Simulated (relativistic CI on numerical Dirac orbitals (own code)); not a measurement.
Computed by Dirac-Coulomb-Breit CI, KLI orbitals optimised for each configuration, a model potential for QED, unscaled Slater integrals (own radial code, finite nucleus).

The strongest absorption lines from the ground level of an ion, among the configurations computed and to levels below about 13500 eV (vacuum wavelength in Å, gf): 1.1152 (0.66), 1.2988 (1.1), 1.2997 (1.6), 1.3044 (0.54), 1.3147 (0.83), 1.4599 (1.8), 1.4655 (2.2), 1.4658 (2.6).

(1) Which ion is it?
A. Lu LXIII
B. Lu LXV
C. Os LXVIII
D. Lu LXI

## Answers

(1) A. Lu LXIII has 9 electrons and the ground level 2s²2p⁵ ²P°3/2; the strongest line goes to 2s²2p⁴3d ²D5/2. The pattern of lines fixes the number of electrons, and along that sequence the line energies rise steadily with the charge (about as its square where n changes within one kind of shell, about linearly where n is kept but much faster in heavy ions where fine structure, which grows about as Z⁴, sets the gap, and irregularly where shells cross), which fixes Z. Configurations outside the model, such as inner-shell arrays, can give stronger lines. At this charge energies of transitions that change n are usually good to better than 1 %, and those within a shell (Δn = 0) to a few per cent.

LS names give the leading component of a level, which can be under half, so a name can repeat, a term be missing and a line seem to break the LS rules.
